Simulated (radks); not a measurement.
Spherical quantum dot in the effective-mass picture: electrons in a hard-walled sphere of radius 4.19, all in effective atomic units (hartree* = m*/eps^2 hartree, bohr* = eps/m* bohr), one dielectric constant everywhere. Method: non-relativistic Kohn-Sham, LDA (Slater exchange, Perdew-Wang correlation), spin-polarised, spherical densities; computed with a radial shooting solver with Libxc functionals. Levels are named by radial order and angular momentum (1s, 1p, 1d, 2s, ...), and open shells are averaged over m.

N = 22, configuration 1s2 1p6 1d10 1f(up 4, down 0). This is the lowest configuration that the search found. Occupied and some empty levels:

| level | occupation | eigenvalue (hartree*) | <r> (bohr*) |
|---|---|---|---|
| 1s up | 1 | 6.8645 | 2.864 |
| 1s down | 1 | 6.9039 | 2.850 |
| 1p up | 3 | 7.0077 | 2.961 |
| 1p down | 3 | 7.0493 | 2.954 |
| 1d up | 5 | 7.2589 | 3.048 |
| 1d down | 5 | 7.3022 | 3.044 |
| 1f up | 4 | 7.6050 | 3.122 |
| 1f down | 0 | 7.6494 | 3.120 |
| 2s up | 0 | 7.9152 | 1.873 |
| 2s down | 0 | 7.9294 | 1.873 |
| 1g up | 0 | 8.0380 | 3.185 |
| 1g down | 0 | 8.0832 | 3.184 |
| 2p up | 0 | 8.3981 | 2.194 |
| 2p down | 0 | 8.4177 | 2.191 |
| 2d up | 0 | 8.9759 | 2.396 |
| 2d down | 0 | 8.9997 | 2.392 |

Energy (hartree*): total 87.8090, kinetic 22.490, external 0, Hartree 74.037, exchange-correlation -8.7176.
